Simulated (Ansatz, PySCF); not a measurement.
Si(OSiH3)(Me)3 (C3H12OSi2), SMILES [Si](C)(C)(O[SiH3])C.

Geometry: r2SCAN-D4/def2-SVP. The values are those of a single conformer.

Vertical ionisation energy (IE) and electron affinity (EA) in eV. Rows of orbital energies are one-electron estimates. Where ΔSCF, EOM or ADC give a negative EA the extra electron is unbound and the value depends on the basis.

```tsv
level	IE	EA
−ε(HOMO), −ε(LUMO), r2SCAN/def2-TZVP (PySCF)	___	___
−ε(HOMO), −ε(LUMO), PBE/def2-TZVP (PySCF)	6.73	0.55
ΔSCF, CAM-B3LYP/def2-SVPD (Ansatz), final states of multiplicity 2 and 2	10.16	-1.48
ΔSCF, PBE/def2-SVPD (Ansatz), final states of multiplicity 2 and 2	9.35	-1.07
```

**Question.** Fill in the missing entries. (The exact figures need the calculation; the answer reports its results.)

**Answer.** 
- −ε(HOMO), −ε(LUMO), r2SCAN/def2-TZVP (PySCF), IE: 7.05
- −ε(HOMO), −ε(LUMO), r2SCAN/def2-TZVP (PySCF), EA: 0.09

**Question.** What vertical singlet–triplet gap does ΔSCF give with CAM-B3LYP/def2-SVPD (Ansatz, a quantum-chemistry and plane-wave program) and with PBE/def2-SVPD (Ansatz)? (An estimate is asked for; the answer gives what the named calculation found.)

**Answer.** 7.25 and 6.17 eV (triplet above singlet where positive).
